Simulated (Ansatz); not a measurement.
Stretching the C1–Al2 bond in CH5Al (SMILES [CH3][AlH2]) (multiplicity 1 held, fragments rigid). Energies count from the point at 1.955 Å.
Geometry at that point (charge 0, multiplicity 1):
```xyz
7

C     -1.23513    -0.09453    -0.00079
Al     0.71445     0.04940    -0.00254
H     -1.68014     0.54438    -0.76955
H     -1.59248    -1.11401    -0.15613
H     -1.63919     0.25554     0.95568
H      1.39873     1.47810     0.02981
H      1.63600    -1.23903    -0.02206
```

Restricted levels (R-, RO-) in cc, def2 and unpolarised 6-31G sets keep to the state of the molecule at rest. Active spaces are followed from a long bond inwards. Curves can end on different states.

Frozen-core correlation.

The values were computed with Ansatz (a quantum-chemistry and plane-wave program). Values without a source in brackets are computed.

Energies in kcal/mol.

| R (Å) | R-r2SCAN/cc-pV(T+d)Z | R-B3LYP/cc-pV(T+d)Z | SC-NEVPT2 on CASSCF(2,2)/cc-pV(T+d)Z | FIC-NEVPT4(SD) on CASSCF(2,2)/cc-pV(T+d)Z | FIC-MRCISD+Q on CASSCF(2,2)/cc-pV(T+d)Z |
|---|---|---|---|---|---|
| 1.564 | 46.6 | 47.3 | 49.2 | 49.4 | 49.4 |
| 1.759 | 8.2 | 8.7 | 9.3 | 9.3 | 9.3 |
| 1.955 | 0.0 | 0.0 | 0.0 | 0.0 | 0.0 |
| 2.150 | 5.3 | 4.8 | 4.6 | 4.7 | 4.8 |
| 2.346 | 16.2 | 15.3 | 15.2 | 15.4 | 15.5 |
| 2.639 | 35.4 | 34.0 | 34.2 | 34.4 | 34.7 |
| 2.932 | 53.7 | 51.9 | 52.2 | 52.3 | 52.6 |
| 3.421 | 78.3 | 76.3 | 74.5 | 74.1 | 74.4 |
| 3.910 | 95.6 | 93.7 | 86.3 | 85.5 | 85.7 |
| 4.496 | 108.7 | 107.4 | 91.5 | 90.6 | 90.7 |
| 5.278 | 118.1 | 117.7 | 93.1 | 92.1 | 92.2 |
| 6.256 | 122.9 | 123.9 | 93.3 | 92.4 | 92.5 |

Doubts at one or more of the structures used: a restricted determinant that unrestricted orbitals would lower (R-r2SCAN/cc-pV(T+d)Z, R-B3LYP/cc-pV(T+d)Z).
